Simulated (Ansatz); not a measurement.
Cartesian coordinates in Å:
```
Mo 0.748 0.219 0.532
Mo -0.748 -0.219 -0.532
```

Charge 0, multiplicity 1. Mo takes the def2 core potential.

**Question.** List the r2SCAN/def2-TZVPP orbital energies in eV (Ansatz 0.2.0). (Best estimate.)

**Answer.** The calculation gave: Occupied: -68.72, -66.89, -44.22, -41.24, -41.24, -40.11, -40.11, -37.89, -6.90, -6.90, -6.40, -4.61, -4.61, -4.52. Lowest empty: -2.41, -2.19, -2.19, -1.18, -1.18, -0.96, -0.96, -0.10.
